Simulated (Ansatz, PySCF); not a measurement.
Spin states of O2W (SMILES [O]=[W]=[O]), each relaxed with B3LYP-D3(BJ)/def2-TZVP.
State 1 (charge 0, multiplicity 1):
```tsv
atom	x (Å)	y (Å)	z (Å)
W	0.3996	-0.3350	0.4043
O	0.8038	0.3527	-1.0843
O	-1.2366	0.0297	0.6097
```
State 2 (charge 0, multiplicity 3):
```csv
atom,x (Å),y (Å),z (Å)
W,0.3636,-0.3043,0.3668
O,0.8958,0.3491,-1.1270
O,-1.2926,0.0026,0.6898
```

```json
[
 {"level": "SVWN5/def2-TZVPP", "energy of the multiplicity-3 state less that of the multiplicity-1 state (kcal/mol)": "11.55", "cost": "×0.6"},
 {"level": "PBE/def2-TZVPP", "energy of the multiplicity-3 state less that of the multiplicity-1 state (kcal/mol)": "5.08", "cost": "×1"},
 {"level": "PBE-D4/def2-TZVPP", "energy of the multiplicity-3 state less that of the multiplicity-1 state (kcal/mol)": "5.10", "cost": "×1"},
 {"level": "BLYP/def2-TZVPP", "energy of the multiplicity-3 state less that of the multiplicity-1 state (kcal/mol)": "7.99", "cost": "×1"},
 {"level": "BLYP-D4/def2-TZVPP", "energy of the multiplicity-3 state less that of the multiplicity-1 state (kcal/mol)": "8.06", "cost": "×1"},
 {"level": "r2SCAN-D3(BJ)/def2-TZVPP", "energy of the multiplicity-3 state less that of the multiplicity-1 state (kcal/mol)": "-3.07", "cost": "×2"},
 {"level": "B3LYP/def2-TZVPP", "energy of the multiplicity-3 state less that of the multiplicity-1 state (kcal/mol)": "4.55", "cost": "×0.8"},
 {"level": "PBE0/def2-TZVPP", "energy of the multiplicity-3 state less that of the multiplicity-1 state (kcal/mol)": "0.23", "cost": "×1"},
 {"level": "PBE0-D3(BJ)/def2-TZVPP", "energy of the multiplicity-3 state less that of the multiplicity-1 state (kcal/mol)": "0.23", "cost": "×1"},
 {"level": "BHLYP/def2-TZVPP", "energy of the multiplicity-3 state less that of the multiplicity-1 state (kcal/mol)": "-1.08", "cost": "×1"},
 {"level": "BHLYP-D3(BJ)/def2-TZVPP", "energy of the multiplicity-3 state less that of the multiplicity-1 state (kcal/mol)": "-1.06", "cost": "×1"},
 {"level": "B2PLYP-D4/def2-TZVPP", "energy of the multiplicity-3 state less that of the multiplicity-1 state (kcal/mol)": "7.66", "cost": "×2"},
 {"level": "CCSD(T)/def2-TZVPP", "energy of the multiplicity-3 state less that of the multiplicity-1 state (kcal/mol)": "9.22", "cost": "×50"},
 {"level": "CCSD(T)/CBS(def2-SVP, def2-TZVPP)", "energy of the multiplicity-3 state less that of the multiplicity-1 state (kcal/mol)": "10.33", "cost": "×60"}
]
```

The rows run from -3.07 (r2SCAN-D3(BJ)/def2-TZVPP) to 11.55 kcal/mol (SVWN5/def2-TZVPP). The dispersion term adds 0.02 in PBE-D4, 0.07 in BLYP-D4, 0.01 in PBE0-D3(BJ). The 6 functionals in def2-TZVPP without D3 or D4 span 12.64, from BHLYP to SVWN5.

Singlets are restricted, other states unrestricted; no spin–orbit coupling, no relativity up to Kr; see below for the cores. The largest T1 diagnostic is 0.036.

Correlated levels freeze the inner cores; with def2 sets outer-core shells near the valence are correlated too. CBS: X⁻³ extrapolation of the correlation energy, Hartree–Fock from the larger set.

Doubts at one or more of the structures used: a restricted determinant that unrestricted orbitals would lower (B2PLYP-D4/def2-TZVPP, CCSD(T)/def2-TZVPP, CCSD(T)/CBS(def2-SVP, def2-TZVPP)).

Run with Ansatz (a first-principles code); PySCF for the dispersion terms.  In def2 rows elements past Kr take small-core potentials, without spin–orbit coupling.

Costs are rough ratios of core time to PBE/def2-TZVPP (about 5 s over the structures, on one shared machine); a dash marks a level with no comparable run of its own.
